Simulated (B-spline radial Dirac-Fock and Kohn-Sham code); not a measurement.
**Subshell photoionisation cross sections of Ho³⁺ against photon energy**

System: the Ho³⁺ ion, configuration [Xe] 4f10.

Level of theory: independent-particle photoionisation in a Dirac-Hartree-Slater potential with a Latter tail, all multipoles, thresholds from Dirac-Fock ΔSCF; a radial atomic solver. Values are in kb; a dash marks an energy below the computed threshold.

```tsv
hν (eV)	1s	3s	3d3/2	4f7/2	5p1/2
45.7	–	–	–	1500	–
79.3	–	–	–	3290	364
266	–	–	–	1970	29.7
274	–	–	–	1880	28.8
320	–	–	–	1470	24.8
413	–	–	–	898	19.7
833	–	–	–	146	9.14
891	–	–	–	119	8.39
1250	–	–	–	40.9	5.29
1370	–	–	–	30.1	4.62
2150	–	–	208	6.20	2.25
4310	–	13.7	27.8	0.426	0.616
4380	–	13.4	26.4	0.399	0.596
4730	–	11.7	20.8	0.292	0.510
5060	–	10.4	16.8	0.221	0.444
10100	–	2.88	1.65	0.0112	0.0944
12700	–	1.81	0.733	0.00399	0.0540
44800	–	0.112	0.00601	9.93e-06	0.00173
48500	–	0.0930	0.00438	6.74e-06	0.00137
52700	–	0.0761	0.00315	4.49e-06	0.00107
60200	2.79	0.0550	0.00185	2.34e-06	0.000718
84500	1.15	0.0235	0.000479	4.47e-07	0.000257
116000	0.491	0.0104	0.000136	9.75e-08	9.73e-05
124000	0.409	0.00876	0.000105	7.11e-08	7.93e-05
```

At 124000 eV the multipoles beyond E1 give 20.2 % of 1s, 23.7 % of 3s, 60.8 % of 3d3/2, 76.2 % of 4f7/2, 40.0 % of 5p1/2.

Run: 5.0 s of CPU time on 1 thread of Intel(R) Xeon(R) 6975P-C (shared host), peak memory 0.46 GiB.
